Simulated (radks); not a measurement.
Values are calculated unless marked as measured or tabulated.
Numerical settings for neutral selenium, [Ar] 3d10 4s2 4p4. Level of theory: scalar-relativistic Kohn-Sham, PBE, spin-unpolarised, spherical densities, finite nucleus; Fermi nuclear charge, rms radius 4.14 fm (a radial shooting solver on a logarithmic mesh with Libxc functionals). The defaults (mesh step 0.008 in ln r, mesh end at 40 bohr or more with all orbitals vanishing there, Anderson mixing 0.5 over 9 steps, residual threshold near 1e-9 with the energy settled to 1e-9 hartree or 1e-11 of itself, here a cap of 66 iterations) give E = -2429.9459 hartree and 4p at -6.512 eV in 14 iterations. Times are rough (one thread of a shared host). Changes against that run (0 stands for a change within the tolerance of the run):

| setting | iterations | converged | E (mhartree) | e(4p) (meV) | CPU (s) |
|---|---|---|---|---|---|
| mesh step in ln r 0.012 | 14 | yes | 0 | 0 | 0.07 |
| mesh step in ln r 0.2 | 4 | no | diverged | - | 0.01 |
| mesh step in ln r 0.05 | 14 | yes | +0.00564 | 0 | 0.02 |
| mesh end (bohr) 400 | 14 | yes | 0 | 0 | 0.08 |
| mesh end (bohr) 20 | 14 | yes | 0 | 0 | 0.08 |
| residual threshold 0.001 | 9 | yes | +0.000282 | +1.39 | 0.06 |
| residual threshold 0.1 | 9 | yes | +0.000282 | +1.39 | 0.06 |
| mixing 0.01 | 33 | yes | 0 | 0 | 0.16 |
| linear mixing, mixing 1 | 19 | no | diverged | - | 0.28 |
| linear mixing, mixing 0.8 | 31 | no | diverged | - | 0.17 |
| mixing history 2 | 26 | yes | 0 | 0 | 0.12 |
| iteration cap 2 | 2 | no | +349 | -6.92e+03 | 0.02 |

No run marked as converged misses the energy by more than 1 mhartree. A mesh that ends early acts as a hard wall.
